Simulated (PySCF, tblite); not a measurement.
C2H12NPSi2.
Geometry (GFN2-xTB, Å), atoms numbered from 1 in this order:
```xyz
18
C2H12NPSi2 angstrom
C     -0.919   -1.771   -0.392
C     -0.165   -0.543    0.112
N     -0.334    0.599   -0.767
Si    -1.623    1.728   -0.615
Si     1.720   -0.867    0.334
P      2.796    1.011    0.903
H     -1.977   -1.543   -0.509
H     -0.527   -2.087   -1.358
H     -0.812   -2.596    0.308
H     -0.595   -0.254    1.077
H      0.006    0.398   -1.696
H     -1.538    2.230    0.758
H     -1.327    2.743   -1.623
H     -2.975    1.186   -0.825
H      2.268   -1.316   -0.953
H      1.938   -1.903    1.350
H      2.172    1.141    2.133
H      1.884    1.849    0.289
```

Jobs on this species (18 atoms, 74 electrons) with PySCF (density fitting) and tblite. Hardware of each: Arm Neoverse V2, one thread, no GPU, on a shared host. The host was shared with other jobs, so the times are rough.

```csv
level and settings,work,basis functions,SCF cycles,wall time
CAM-B3LYP/def2-SVPD,"8 singlets by full TDDFT, 3 Tamm–Dancoff triplets, polarisability",228,?,?
GFN2-xTB,Hessian by finite differences,–,–,0.6 s
PBE0/pcSseg-1,"shieldings, charges and field gradients, density and orbital grids written",183,?,?
GFN2-xTB,L-BFGS relaxation,–,–,0.53 s
```

Q: Fill in the missing figures.

A: 
- CAM-B3LYP/def2-SVPD; 8 singlets by full TDDFT, 3 Tamm–Dancoff triplets, polarisability: 45 s, 12 SCF cycles
- PBE0/pcSseg-1; shieldings, charges and field gradients, density and orbital grids written: 31 s, 12 SCF cycles

Q: What do all jobs in the table cost together?

A: About 77 s; the longest takes about 58 % of that, and about 85 times as long as the shortest.
